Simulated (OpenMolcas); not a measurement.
Mo.

```
Program             : OpenMolcas 26.06
Basis               : ANO-R2 [7s5p4d2f1g]
Scalar Hamiltonian  : X2C, finite nucleus
Active space        : 6 electrons in 6 orbitals (4d 5s)
State averaging     : 2S+1 = 7 even, 1 root; 2S+1 = 5 even, 23 roots kept (CI in the orbitals of an earlier block); 2S+1 = 3 even, 30 roots kept (CI in the orbitals of an earlier block); 2S+1 = 1 even, 1 root kept (CI in the orbitals of an earlier block, 0 in the spin-orbit step)
Spin-orbit coupling : state interaction with AMFI integrals over the reference wave functions, term energies averaged over their components
```

Two sets of levels on these reference wave functions, in cm-1 above 4d5 5s 7S3: one from CASSCF and one from MS-CASPT2, IPEA 0.25 Eh, imaginary shift 0.1 Eh (closed shells correlated: 4s 4p).

```json
{"Level": "4d5 5s 7S3", "Set 1": "0.0", "Set 2": "0.0"}
{"Level": "4d5 5s 5S2", "Set 1": "16710", "Set 2": "10880"}
{"Level": "4d4 5s2 5D0", "Set 1": "20750", "Set 2": "9810"}
{"Level": "4d4 5s2 5D1", "Set 1": "20830", "Set 2": "9940"}
{"Level": "4d4 5s2 5D2", "Set 1": "20990", "Set 2": "10210"}
{"Level": "4d4 5s2 5D3", "Set 1": "21240", "Set 2": "10610"}
{"Level": "4d4 5s2 5D4", "Set 1": "21600", "Set 2": "11120"}
{"Level": "4d5 5s 5G4", "Set 1": "22750", "Set 2": "18720"}
{"Level": "4d5 5s 5G5", "Set 1": "22750", "Set 2": "18720"}
{"Level": "4d5 5s 5G3", "Set 1": "22750", "Set 2": "18720"}
{"Level": "4d5 5s 5G6", "Set 1": "22750", "Set 2": "18720"}
{"Level": "4d5 5s 5G2", "Set 1": "22750", "Set 2": "18720"}
{"Level": "4d5 5s 5P3", "Set 1": "25920", "Set 2": "20520"}
{"Level": "4d5 5s 5P2", "Set 1": "25930", "Set 2": "20570"}
{"Level": "4d5 5s 5P1", "Set 1": "25960", "Set 2": "20730"}
```

Problem. Which set is which?

Solution. Set 2 is MS-CASPT2. Its levels of the other terms of 4d5 5s lie at 0.65 to 0.82 of the other set's values, as expected, since terms of lower spin or lower L gain more correlation energy than the Hund ground term. Against 3 measured levels (NIST Handbook of Basic Atomic Spectroscopic Data) the mean absolute deviation is 1100 cm-1 with it and 7300 cm-1 without; single levels miss by up to 2100 cm-1 with it.

Term energies are means over components that CASPT2 splits; among the terms shown or strongly mixed into the levels shown the widest spread is 610 cm-1 (4d5 5s 5G, MS-CASPT2). Some high roots are left out of the spin-orbit mixing, which shifts the levels that they would mix with. Terms from blocks run as CI alone lack orbitals of their own. Configurations are named by rounded mean occupations; where the s occupation lies near a half they are strongly mixed, a name can repeat and a true partner stay unpaired. A single d shell beside an s shell can misplace configurations of different d count against each other. Without dynamic correlation excited terms often stand tens of per cent too high (terms of higher spin than the ground term too low), and those without a measured partner can miss by more than the paired ones (holds for CASSCF). Computed and measured levels are paired by configuration, term and J; levels that our copy of the source lacks, or whose pairing is in doubt (as where it misses far off the trend of its configuration), stay unpaired and out of the deviations. Levels of configurations outside the active space are missing. Levels that lie high or do not pair safely by name in every column are left out.
